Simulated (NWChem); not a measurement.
System: SiHO2 cation; SMILES O=[Si]=[OH+]

Here is an NWChem input.

```
start job
memory heap 200 mb stack 900 mb global 1100 mb
charge 1
geometry units angstroms noautoz
  O      0.000881     1.590718     0.000000
  Si    -0.000594     0.087877     0.000000
  O      0.002318    -1.435738     0.000000
  H     -0.016123    -2.404351     0.000000
end
basis spherical
  O library def2-tzvp
  Si library def2-tzvp
  H library def2-tzvp
end
dft
  xc revpbe cpbe96
  iterations 150
  mulliken
end
task dft energy
```

Coordinates come from a PBE0/def2-SVP optimisation.

Q: Predict the main results of this run. (revPBE/def2-TZVP.) Quantities: energy (Ha); highest occupied level (eV); orbital gap (eV).

A: 
```
Property                       Value
---------------------------  -------
energy (Ha)                  -440.19
highest occupied level (eV)   -15.03
orbital gap (eV)                3.63
```
